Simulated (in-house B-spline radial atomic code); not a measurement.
A fraction x of an electron is moved 5s → 5f in Mo, starting from [Kr] 4d5 5s1 and keeping the highest spin. Method: scalar-relativistic (X2C) PW91, spin-polarised, spherical fractional occupations, Fermi nucleus of rms radius 4.4091 fm. Calculated with a B-spline radial code for spherical atoms.

| x | E(x) - E(0) (eV) | 5s up level (eV) | 5f up level (eV) |
| --- | --- | --- | --- |
| 0 | 0.0000 | -4.674 | - |
| 0.25 | 1.3108 | -5.934 | -0.131 |
| 0.375 | 2.0718 | -6.549 | -0.182 |
| 0.5 | 2.9001 | -7.115 | -0.229 |
| 0.625 | 3.7922 | -7.664 | -0.274 |
| 0.75 | ? | ? | ? |
| 0.875 | ? | ? | ? |
| 1 | 6.8416 | - | -0.404 |

(1) What belongs in the row x = 0.75?

(2) What belongs in the row x = 0.875?

(3) Check Janak's theorem between x = 0.25 and 0.375.

## Answers

(1) An energy change of 4.7475 eV; 5s up at -8.209 eV, 5f up at -0.319 eV.

(2) An energy change of 5.7643 eV; 5s up at -8.741 eV, 5f up at -0.362 eV.

(3) The slope of the energy is 6.09 eV; the orbital levels give 6.08 eV (ε of the receiving orbital less ε of the emptying one, averaged over the two points).
